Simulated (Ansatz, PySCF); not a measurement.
Reaction 2 R1 → 3 P1, each structure at its B3LYP-D3(BJ)/def2-TZVP stationary point, reached from a drawn start (curvature not checked).
R1: O3 (SMILES O=[O+][O-]), charge 0, multiplicity 1.
P1, O2 (SMILES O=O) (charge 0, multiplicity 3, Z-matrix in Å and degrees):
```
O
O 1 1.2043
```

P less R. No zero-point or thermal terms; singlets are restricted closed shells; open shells are unrestricted; no spin–orbit coupling.

Run with Ansatz (an electronic-structure program); PySCF for M06-2X and the D3/D4 terms. No computed number here is a measurement.

Task: One of these levels gives -2.715 eV for the reaction energy. Which?
A) HF/cc-pVQZ
B) M06-2X/def2-TZVPP
C) PBE/def2-TZVPP
D) r2SCAN-D3(BJ)/def2-TZVPP

Result: C, PBE/def2-TZVPP. The others give -9.080 (HF/cc-pVQZ), -3.730 (r2SCAN-D3(BJ)/def2-TZVPP), -4.535 (M06-2X/def2-TZVPP)
